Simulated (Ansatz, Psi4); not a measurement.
Ansatz (a program for electronic structure) was given this input:
Ansatz 0.2 input:
```yaml
crystal:
  periodic: [false, false, false]
  atoms:
    - {symbol: C, position_ang: [-0.00000000, -0.00000000, -0.60033760]}
    - {symbol: N, position_ang: [0.00000000, 0.00000000, 0.53266898]}
    - {symbol: H, position_ang: [-0.00000000, -0.00000000, -1.67489223]}
    - {symbol: H, position_ang: [0.00000000, 0.00000000, 1.54823496]}
basis:
  gaussian:
    orbitals: def2-SVPD
hamiltonian:
  xc: {name: B97M-V}
total_charge: 1
accuracy: high
```

**Question.** Write the same job for Psi4.

**Answer.** Several could match; the one computed here: 
```
memory 2 GB

molecule {
1 1
  C    -0.00000000   -0.00000000   -0.60033760
  N     0.00000000    0.00000000    0.53266898
  H    -0.00000000   -0.00000000   -1.67489223
  H     0.00000000    0.00000000    1.54823496
}

set basis def2-svpd
set scf_type pk
set puream true
set d_convergence 1e-8
set dft_radial_points 99
set dft_spherical_points 590

energy('b97m-v')
print_variables()
```

Both were run: Ansatz gave -93.619943 Eh and Psi4 -93.619943 Eh, 0.000 mEh apart.
